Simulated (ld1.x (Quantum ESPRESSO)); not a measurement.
# carbon (C), TM: configuration errors across variants

C (Z = 6), norm-conserving Troullier–Martins (Kleinman–Bylander form), made with ld1.x (Quantum ESPRESSO) 7.5 (LDA (PZ), scalar-relativistic). Core [He], reference 2s2 2p2. Waves: 2s (bound): rc 1.10 bohr; 2p (bound): rc 2.10 bohr. Local part: all-electron potential smoothed inside 1.65 bohr (lloc = -2). Core correction: Bessel-smoothed model core, default radius (core density twice the valence density).

All-electron excitation energies from the reference (eV): (1) 2s2 2p1 10.988; (2) 2s2 2p0 35.247; (3) 2s1 2p0 83.217; (4) 2s1 2p2 19.482; (5) 2s0 2p4 16.517; (6) 2s1 2p3 8.242; (7) 2s2 2p2.3 -1.199; (8) 2s2 2p2 spin -1.128; (9) 2s2 2p1 spin 10.591.

Spin tests fill each open shell by Hund’s rule, majority spin first.

The default core radius of the base comes out at 0.52 bohr.

1 further variants failed, have other tests or another functional or relativity, and are left out.

A true bound ghost makes a file unfit for plane-wave use even where its test errors are small: the radial tests pick states by their node count and pass the ghost by.

Errors AE − PS in meV (a dash: test not solved or not reliable):

```tsv
change	(1)	(2)	(3)	(4)	(5)	(6)	(7)	(8)	(9)	bound ghosts
base	+14	+187	+420	-40	+15	+3.1	-0.1	+27	+21	s
wave 2s (bound): rc 1.10 bohr becomes 2s (bound): rc 1.26 bohr	+15	+195	+417	-42	+15	+3.1	-0.1	+29	+23	s
local potential all-electron potential smoothed inside 2.05 bohr (lloc = -2)	+31	+345	+698	-35	+15	+3.1	+0.1	+27	+37	none
core correction Bessel-smoothed model core inside 0.44 bohr	+14	+187	+419	-40	+15	+3.1	-0.1	+27	+21	s
all radii but the core radius scaled by about 1.29 (s 1.42, p 2.70 bohr); local potential all-electron potential smoothed inside 2.12 bohr (lloc = -2)	+91	+806	+1527	-102	-63	-16	+1.1	+12	+85	none
wave 2p (bound): rc 2.10 bohr becomes 2p (bound): rc 3.20 bohr	+162	+1266	+2396	-168	-162	-42	+2.9	-22	+139	s
local potential all-electron potential smoothed inside 1.95 bohr (lloc = -1)	+24	+263	+548	-35	+15	+3.1	+0.1	+27	+31	none
local potential all-electron potential smoothed inside 2.00 bohr (lloc = -2)	+33	+353	+713	-34	+15	+3.1	+0.2	+27	+39	none
wave 2p (bound): rc 2.10 bohr becomes 2p (bound): rc 2.06 bohr	+14	+187	+420	-40	+15	+3.1	-0.1	+27	+21	s
```

**Question.** Give the same row for: local potential all-electron potential smoothed inside 2.48 bohr (lloc = -2).

**Answer.** +18, +299, +625, -52, +14, +2.9, -0.6, +27, +23; bound ghosts: none.
